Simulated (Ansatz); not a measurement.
Species: CH3Zn, charge 0, multiplicity 2. SMILES of the parent species: [CH3][Zn]

Atoms: Zn1, C2, H3, H4, H5. Bonds: Zn1-C2, C2-H3, C2-H4, C2-H5.

Bond lengths (Å) and angles (degrees) optimised at HF/3-21G with Ansatz (a program for electronic structure); HF/6-31G* with LANL2DZ past Ar with Ansatz; PBE/6-31G* with LANL2DZ past Ar with Ansatz; B3LYP/LANL2DZ with Ansatz; B3LYP/6-31G* with LANL2DZ past Ar with Ansatz; MP2/6-31G* with LANL2DZ past Ar with Ansatz, each started from the B3LYP-D3(BJ)/def2-TZVP structure (Ansatz) of the last column. A row stands for all coordinates that are equal there. 6-31G* holds six Cartesian d functions. No wavenumbers were computed at PBE/6-31G* with LANL2DZ past Ar, B3LYP/LANL2DZ, MP2/6-31G* with LANL2DZ past Ar, so these may be saddle points.

| coordinate | HF/3-21G | HF/6-31G* with LANL2DZ past Ar | PBE/6-31G* with LANL2DZ past Ar | B3LYP/LANL2DZ | B3LYP/6-31G* with LANL2DZ past Ar | MP2/6-31G* with LANL2DZ past Ar | B3LYP-D3(BJ)/def2-TZVP |
|---|---|---|---|---|---|---|---|
| Zn1-C2 | 1.934 | 2.080 | 2.118 | 2.124 | 2.131 | 2.027 | 2.068 |
| C2-H3 | 1.087 | 1.086 | 1.102 | 1.097 | 1.094 | 1.093 | 1.089 |
| Zn1-C2-H3 | 111.6 | 110.0 | 108.6 | 107.8 | 108.2 | 110.2 | 107.9 |
| H3-C2-H4 | 107.3 | 109.0 | 110.4 | 111.1 | 110.7 | 108.7 | 111.0 |

Mean signed difference of all 4 bond lengths from B3LYP-D3(BJ)/def2-TZVP: HF/3-21G -0.035 Å, HF/6-31G* with LANL2DZ past Ar 0.000 Å, PBE/6-31G* with LANL2DZ past Ar 0.022 Å, B3LYP/LANL2DZ 0.020 Å, B3LYP/6-31G* with LANL2DZ past Ar 0.019 Å, MP2/6-31G* with LANL2DZ past Ar -0.007 Å.
